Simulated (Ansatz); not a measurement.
`O[SiH](F)S` → `[OH]`• + `F[SiH]S`•  (homolysis of the O–Si bond)

Program: Ansatz. Geometries: PBE0-D4/def2-TZVP. ΔE: electronic, gas phase. CBS: MP2 limit from def2 TZ/QZ plus the TZ coupled-cluster correction, frozen cores. This one scheme is used for every species. DFT in def2-TZVPP. Open shells (•) are unrestricted, without spin–orbit coupling. One conformer a species, not always the lowest.

```tsv
level	ΔE (eV)	difference from CCSD(T)/CBS
LDA (SPW92)	6.54	0.59
BLYP-D4	5.57	-0.38
r2SCAN-D4	5.63	-0.32
B97M-V	5.75	-0.20
r2SCANh-D4	5.61	-0.34
BHLYP-D4	5.56	-0.39
r2SCAN	5.62	-0.33
PBE0	5.60	-0.35
r2SCAN0	5.56	-0.39
HF/def2-TZVPP	4.45	-1.50
CCSD(T)/CBS	5.95	0
```

Largest T1 diagnostic among the species: 0.015.

At CCSD(T), def2-SVP lies −0.47 eV from the extrapolated value and def2-TZVPP −0.16 eV: correlation converges slowly with the basis, and small sets miss more of it in the bonded molecule than in its fragments. From r2SCAN to r2SCAN0 (25 % exact exchange), in def2-TZVPP and without D4, ΔE moves by −0.06 eV: exact exchange takes away binding that semilocal exchange gives to molecules. Leaving LDA and LC-ωPBE aside and taking each functional with its dispersion term where it has one, the values, not all of them listed here, spread over 0.43 eV, from revPBE-D4 to ωB97M-V. LDA lies +0.91 eV from PBE without D4, its usual overbinding.
